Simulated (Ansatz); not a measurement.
Start from `C/C(Cl)=[CH]\[AlH2]` and change one atom or group (the configuration at the double bond changes too) to get `C/C(Cl)=C/CO`.

Ansatz, PBE0-D4/def2-TZVP geometries, multiplicity 1. Each molecule was computed in one conformer, which needn't be the lowest.

```json
{"property": "LUMO energy (PBE/def2-TZVPP) / eV", "`C/C(Cl)=[CH]\\[AlH2]`": "-2.63"}
{"property": "LUMO energy (ωB97M-V/def2-TZVPP) / eV", "`C/C(Cl)=[CH]\\[AlH2]`": "-0.18"}
{"property": "HOMO energy (PBE/def2-TZVPP) / eV", "`C/C(Cl)=[CH]\\[AlH2]`": "-6.43"}
{"property": "HOMO energy (B3LYP/def2-TZVPP) / eV", "`C/C(Cl)=[CH]\\[AlH2]`": "-7.29"}
{"property": "LUMO energy (PBE0/def2-TZVPP) / eV", "`C/C(Cl)=[CH]\\[AlH2]`": "-1.87"}
{"property": "size of the dipole moment (ωB97M-V/def2-TZVPP) / D", "`C/C(Cl)=[CH]\\[AlH2]`": "1.00"}
```

Task: What does the change do to each property? (An estimate is asked.)

Result: Ansatz gave: 
```
                                          property  `C/C(Cl)=C/CO`  shift
                 LUMO energy (PBE/def2-TZVPP) / eV           -1.16   1.47
             LUMO energy (ωB97M-V/def2-TZVPP) / eV            1.85   2.03
                 HOMO energy (PBE/def2-TZVPP) / eV           -5.98   0.45
               HOMO energy (B3LYP/def2-TZVPP) / eV           -7.01   0.28
                LUMO energy (PBE0/def2-TZVPP) / eV           -0.19   1.68
size of the dipole moment (ωB97M-V/def2-TZVPP) / D            1.79   0.79
```

With PBE0 the HOMO rises by 0.29 eV and the LUMO rises by 1.68 eV, so the gap widens by about 1.39 eV. PBE moves the HOMO by 0.45 eV and ωB97M-V by 0.24 eV. Dipoles are sizes alone; their direction can turn.

B3LYP here is the variant with VWN-RPA as its local correlation; programs differ in this.
